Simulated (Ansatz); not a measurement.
A run of Ansatz (development build ahead of 0.2.0) on singlet Li(+) at this shape:

A single Li atom.

Its results:

* Converged: yes
* Reference energy: -7.23612 hartree
* Correlation energy: -0.00012 hartree
* Total energy: -7.23623 hartree
* Spin squared of the determinant: 0.000

Task: Which input gives this output? Name the method, the orbitals and the basis set, and write the input.

Result: RHF-MP2 in cc-pVDZ. An unrestricted run that stays on the closed shell gives the same numbers.

```yaml
crystal:
  periodic: [false, false, false]
  atoms:
    - { symbol: Li, position_ang: [0.0, 0.0, 0.0] }
basis:
  gaussian: { orbitals: cc-pVDZ }
total_charge: 1
hamiltonian:
  xc: hf
correlation:
  method: mp2
  frozen_orbitals: { Li: 0 }
```
